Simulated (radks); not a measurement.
Mg3+, 9 electrons, occupied as [He] 2s2 2p(up 2.5, down 2.5) (fractional occupations, a model configuration).

All-electron calculation, non-relativistic Kohn-Sham, PBE, spin-polarised, spherical densities, point nucleus. Program: a radial shooting solver on a logarithmic mesh with Libxc functionals.

Energy parts (eV):
part                      energy
total                  -5336.908
kinetic                 5328.877
electron-nucleus      -12345.016
Hartree                 2086.469
exchange-correlation    -407.237

Orbitals (lengths in bohr, moments of r in powers of bohr; <r^-3> diverges for s and p1/2; r(max) is where P^2 peaks):
orbital	occ.	eigenvalue (eV)	<1/r>	<r>	<r^-3>	r(max)
1s	2	-1314.694	11.59	0.1309	-	0.08537
2s	2	-128.6772	2.169	0.6730	-	0.5388
2p	5	-96.2142	2.058	0.6420	28.28	0.4646

The highest occupied level is 2p at -96.214 eV. Summed over all electrons, <r^2> = 3.723 bohr^2, which gives a Langevin (diamagnetic) susceptibility term of -2.95 x 10^-6 cm^3/mol. The electron density at the nucleus is 1099 e/bohr^3. Virial ratio -V/T = 2.00151.
